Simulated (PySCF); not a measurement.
How methods differ on the ionisation energy of Tm⁴⁸⁺

Tm⁴⁸⁺ [Ar] 3d3 (4F) → Tm⁴⁹⁺ [Ar] 3d2 (3F), as a difference of total energies. Computed with PySCF 2.14 in an even-tempered Gaussian basis (18 s from 10 bohr⁻², ratio 2.5; 12 p from 14 bohr⁻², ratio 2.5; 7 d from 14 bohr⁻², ratio 2.5; 4 f from 50 bohr⁻², ratio 2.7; 3 g from 75 bohr⁻², ratio 2.7), with the spin-free X2C one-electron Hamiltonian (Gaussian nucleus). Correlated levels: outer shells: [Ne] frozen; virtual orbitals above 40 to 60 times the deepest correlated orbital energy dropped. The calculations carry no spin-orbit coupling.

```json
{"method": "UHF", "ionisation energy (eV)": "4180.3"}
{"method": "LDA", "ionisation energy (eV)": "4179.2"}
{"method": "PBE", "ionisation energy (eV)": "4179.3"}
{"method": "PBE0", "ionisation energy (eV)": "4180.0"}
{"method": "r2SCAN", "ionisation energy (eV)": "4181.6"}
{"method": "BP86", "ionisation energy (eV)": "4179.6"}
{"method": "B2PLYP", "ionisation energy (eV)": "4180.3"}
{"method": "MP2 (outer shells)", "ionisation energy (eV)": "4180.3"}
{"method": "SCS-MP2 (outer shells)", "ionisation energy (eV)": "4180.0"}
```

Spin-orbit coupling is strong in these open shells (close to jj coupling). The scalar numbers leave it out and a first-order estimate fails, so it can dominate the gap to the real levels.

Breit and QED terms and the two-electron picture change are absent.

For comparison: 4199 ± 4 eV (theoretical estimate listed by NIST; NIST Atomic Spectra Database, ionization energies).
